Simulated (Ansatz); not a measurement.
Start from `CCOC=O` and change one atom or group to get `C=CCCC(=O)OCC`.

Ansatz, PBE0-D4/def2-TZVP geometries, multiplicity 1. Each molecule was computed in one conformer, which needn't be the lowest.

```json
{"property": "LUMO energy (PBE0/def2-TZVPP) / eV", "`CCOC=O`": "0.12"}
{"property": "HOMO energy (PBE/def2-TZVPP) / eV", "`CCOC=O`": "-6.57"}
{"property": "HOMO–LUMO gap (PBE/def2-TZVPP) / eV", "`CCOC=O`": "5.53"}
{"property": "LUMO energy (PBE/def2-TZVPP) / eV", "`CCOC=O`": "-1.04"}
{"property": "HOMO–LUMO gap (B3LYP/def2-TZVPP) / eV", "`CCOC=O`": "7.81"}
{"property": "size of the dipole moment (PBE/def2-TZVPP) / D", "`CCOC=O`": "1.96"}
```

Task: What does the change do to each property? (Estimate.)

Result: The calculation gave: 
```csv
property,`C=CCCC(=O)OCC`,shift
LUMO energy (PBE0/def2-TZVPP) / eV,0.19,0.07
HOMO energy (PBE/def2-TZVPP) / eV,-6.29,0.28
HOMO–LUMO gap (PBE/def2-TZVPP) / eV,5.42,-0.11
LUMO energy (PBE/def2-TZVPP) / eV,-0.87,0.17
HOMO–LUMO gap (B3LYP/def2-TZVPP) / eV,7.11,-0.70
size of the dipole moment (PBE/def2-TZVPP) / D,1.85,-0.11
```

With PBE0 the HOMO rises by 0.83 eV and the LUMO rises by 0.07 eV, so the gap narrows by about 0.76 eV. PBE moves the HOMO by 0.28 eV and ωB97M-V by 1.01 eV. Dipoles are sizes alone; their direction can turn.

B3LYP here is the variant with VWN-RPA as its local correlation; programs differ in this.
